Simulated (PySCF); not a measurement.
Sc(OH)3 (H3O3Sc), SMILES [OH][Sc]([OH])[OH].

Coordinates come from a B3LYP-D3(BJ)/def2-SVP optimisation. Other conformers were not sampled.

Calculation: CAM-B3LYP/def2-TZVPD in PySCF.

Symmetry labels are those of the subgroup Cs that the program uses (full group C3h).

List the valence orbital energies around the gap with their symmetry. (The exact figures need the calculation; the answer reports its results.)


```tsv
orbital	symmetry	energy (eV)
HOMO−7	A'	-14.34
HOMO−6	A'	-14.34
HOMO−5	A'	-10.45
HOMO−4	A'	-10.45
HOMO−3	A"	-10.44
HOMO−2	A"	-10.44
HOMO−1	A"	-10.13
HOMO	A'	-9.90
LUMO	A'	-0.68
LUMO+1	A'	0.74
LUMO+2	A'	0.74
LUMO+3	A'	0.77
```
